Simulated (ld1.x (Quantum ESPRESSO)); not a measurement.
## What one change does to a pseudopotential (zinc (Zn), PAW)

- Element: Zn (Z = 30)
- Generator: ld1.x (Quantum ESPRESSO) 7.5
- Type: PAW
- Functional: LDA (PZ)
- Relativity: scalar-relativistic
- Frozen core: [Ne] 3s2
- Valence charge: 18
- Reference configuration: 3p6 3d10 4s2 4p0
- Partial waves: 4s (bound): rcut 1.65, rcutus 1.85 bohr; 4s channel at 0.95 Ry: rcut 1.65, rcutus 1.85 bohr; 3p (bound): rcut 1.40, rcutus 1.55 bohr; 4p (bound, empty): rcut 1.40, rcutus 1.55 bohr; 3d (bound): rcut 0.55, rcutus 0.80 bohr; 3d channel at 0.05 Ry: rcut 0.55, rcutus 0.80 bohr
- Local potential: all-electron potential smoothed inside 1.70 bohr (lloc = -1)
- Core correction: a·sin(br)/r model core, default radius (ld1.x builds one for every PAW set, though the input has nlcc=.false.)
- Augmentation charge: PSQ, inside the norm-conserving radii

Change: augmentation BG, radius 0.50 bohr.

Cutoffs: the cutoffs (Ry, on a coarse ladder) from which the occupation-weighted sum of valence levels, in a spherical-Bessel basis at the reference potential, stays within 10 and 1 mRy of its value at 400 Ry; they do not see the model core or the augmentation charge, which bear on the density cutoff. Errors are all-electron minus pseudo energies relative to the spin-unpolarised reference configuration.

Task: Predict the effect on cutoff, ghosts and configuration errors.

Result: Of the 9 tests that both files solve, the error grows in 1 and shrinks in 4 by more than 15 % and 0.3 meV (median size 4.6 → 4.3 meV); neither file shows a bound ghost.

| quantity | base | changed |
| --- | --- | --- |
| cutoff, loose | 260 Ry | 260 Ry |
| cutoff, tight | over 300 Ry | over 300 Ry |
| bound ghosts | none | none |
| error for 3p6 3d10 4s1 4p0, meV [ΔE 10.19 eV] | -1.5 | 0.0 |
| error for 3p6 3d10 4s0 4p0, meV [ΔE 28.96 eV] | -4.6 | +3.6 |
| error for 3p6 3d9 4s0 4p0, meV [ΔE 69.85 eV] | -31 | -30 |
| error for 3p6 3d10 4s0 4p1, meV [ΔE 16.61 eV] | -2.9 | +4.3 |
| error for 3p6 3d8 4s0 4p0, meV [ΔE 132.00 eV] | -190 | -208 |
| error for 3p6 3d9 4s2 4p0, meV [ΔE 18.21 eV] | -18 | -15 |
| error for 3p6 3d10 4s1.5 4p0, meV [ΔE 4.08 eV] | -0.6 | -0.3 |
| error for 3p6 3d10 4s1 4p0 (spin-polarised), meV [ΔE 9.94 eV] | -1.5 | +0.2 |
| error for 3p6 3d9 4s0 4p0 (spin-polarised), meV [ΔE 69.58 eV] | -31 | -30 |
| s: phases at 2.00 bohr within 0.05 rad from the reference energy up to (Ry; the scan ends near 5) | to the end of the scan | to the end of the scan |
| p: phases at 2.00 bohr within 0.05 rad from the reference energy up to (Ry; the scan ends near 5) | to the end of the scan | to the end of the scan |
| d: phases at 2.00 bohr within 0.05 rad from the reference energy up to (Ry; the scan ends near 5) | to the end of the scan | to the end of the scan |
| lowest overlap eigenvalue by channel | s 0.43, p 0.83, d 1.00 | s 0.43, p 0.83, d 1.00 |

Changed file: ld1.x warns that Blöchl-style (BG) augmentation functions are not a good idea.
